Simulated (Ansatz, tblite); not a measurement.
Forces on B₁₃⁺ at its r2SCAN-D4/def2-SVP geometry. Charge 1, multiplicity 1.

The xTB rows come from tblite. Another isomer (singlet) lies 2.27 eV lower at PBE0-D4/def2-TZVP; other spin states weren't run for this one.

GFN1-xTB (tblite), largest force 1.76 eV/Å:

```xyz
13
positions Å, forces eV/Å
B     2.551   -2.104    1.241   -0.731    0.446   -0.467
B    -0.687   -0.172   -0.206    0.390    0.072    0.594
B    -1.775    1.058   -0.994   -0.986    0.437   -0.792
B     1.235   -2.829    0.941   -1.065   -0.319   -0.359
B    -1.281   -1.704   -0.576    0.991   -0.140    0.395
B    -2.109   -0.507   -1.068   -0.314    0.388   -0.199
B    -0.364    1.445    0.012   -0.780   -1.295    0.765
B     0.074    3.091   -0.175    0.012    0.289   -0.168
B     1.507   -1.057    0.688    0.457    1.353    0.264
B     1.137    2.118    0.443    0.597    0.109    0.024
B    -0.035   -2.439    0.116    0.162   -1.002   -0.001
B    -1.239    2.598   -0.928   -0.339    0.223   -0.499
B     0.986    0.503    0.507    1.607   -0.561    0.444
```

GFN2-xTB (tblite), largest force 1.97 eV/Å:

```
B -1.878 0.090 -0.601
B -0.339 0.386 -0.005
B 0.058 0.330 -0.313
B -0.040 0.824 -0.424
B 0.884 0.331 0.609
B 0.718 0.543 0.320
B -0.301 -0.747 0.366
B -0.237 -0.792 -0.260
B 0.681 0.426 0.343
B -0.862 -0.590 -0.508
B 0.156 -0.145 -0.039
B 0.691 -0.845 0.555
B 0.468 0.191 -0.044
```

PBE-D4/def2-TZVP (Ansatz), largest force 0.34 eV/Å:

```
B -0.324 0.004 -0.103
B -0.035 0.068 -0.013
B 0.042 -0.016 0.021
B -0.009 0.177 -0.073
B 0.139 0.170 0.065
B 0.229 0.048 0.121
B 0.023 -0.085 -0.029
B -0.053 -0.272 -0.015
B 0.113 0.216 0.043
B -0.206 -0.094 -0.087
B -0.092 -0.029 -0.031
B 0.127 -0.162 0.108
B 0.045 -0.024 -0.004
```
